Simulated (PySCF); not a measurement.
A PySCF script (with the pyscf-properties extension) for the NMR shieldings of SMILES CC(C)(C)P1CCC=C1F, C8H14FP, on a GFN2-xTB geometry:

```python
import basis_set_exchange as bse
import numpy as np
from pyscf import gto, dft
from pyscf.prop import nmr

atoms = """
C     0.778270   -0.582609   -1.200380
C     1.149036    0.122901    0.099493
C     1.921298    1.408202   -0.203909
C     2.003382   -0.794462    0.974509
P    -0.338445    0.651656    1.164162
C    -1.477679   -0.833042    1.104487
C    -2.478111   -0.699043   -0.056161
C    -2.384148    0.688676   -0.597649
C    -1.382978    1.417418   -0.124111
F    -1.148151    2.686000   -0.509659
H     0.147388    0.047623   -1.823689
H     1.686444   -0.809366   -1.758282
H     0.259403   -1.519374   -1.011733
H     2.849279    1.177944   -0.725935
H     1.334597    2.076940   -0.830524
H     2.167124    1.932839    0.718759
H     1.472663   -1.714349    1.214943
H     2.924403   -1.058877    0.456845
H     2.264000   -0.296835    1.907483
H    -2.011914   -0.843895    2.058193
H    -0.903272   -1.758234    1.055169
H    -3.495076   -0.901678    0.287368
H    -2.262075   -1.415510   -0.854227
H    -3.087176    1.036837   -1.337595
"""
names = dict.fromkeys(["C", "P", "F", "H"], "pcSseg-1")
basis = {el: gto.basis.parse(bse.get_basis(n, elements=[el], fmt="nwchem")) for el, n in names.items()}
mol = gto.M(atom=atoms, basis=basis, charge=0, verbose=0)
mf = dft.RKS(mol, xc="PBE0")
mf.grids.level = 2
mf.grids.alignment = dft.numint.BLKSIZE   # the property module wants whole blocks of grid points
mf.conv_tol = 1e-9
mf.kernel()

calc = nmr.RKS(mf)   # GIAO
C = mf.mo_coeff
Co = C[:, mf.mo_occ > 0]
resp = mf.gen_response(singlet=True, hermi=2)
def vind(x):   # induced exchange potential for any number of trial vectors
    d = np.einsum("pi,xij,qj->xpq", C, 2 * x.reshape(-1, C.shape[1], Co.shape[1]), Co, optimize=True)
    return np.einsum("xpq,pi,qj->xij", resp(d - d.transpose(0, 2, 1)), C, Co, optimize=True).ravel()
mo1, _ = nmr.rhf.solve_mo1(calc, with_cphf=vind)
sigma = calc.kernel(mo1)
for i, s in enumerate(sigma):   # ppm
    print("%2d %-2s %9.2f" % (i, mol.atom_pure_symbol(i), np.trace(s) / 3))
```

Question: Give the expected output.

Answer: 
```
 0 C     161.35
 1 C     150.48
 2 C     157.57
 3 C     157.47
 4 P     324.86
 5 C     165.05
 6 C     154.94
 7 C      64.09
 8 C       7.75
 9 F     295.17
10 H      30.09
11 H      30.82
12 H      30.79
13 H      30.82
14 H      30.34
15 H      30.43
16 H      30.72
17 H      30.67
18 H      30.51
19 H      29.47
20 H      29.94
21 H      29.12
22 H      29.00
23 H      25.88
```

These numbers come from an equivalent density-fitted implementation of the same equations, which agrees with the script to about 0.01 ppm for H and up to a few tenths of a ppm for heavy atoms, so last digits may differ.

Size and cost of the density-fitted run: 247 basis functions, 78 s wall time on 1 thread of an Arm Neoverse V2, shared host; peak memory 1.1 GiB.
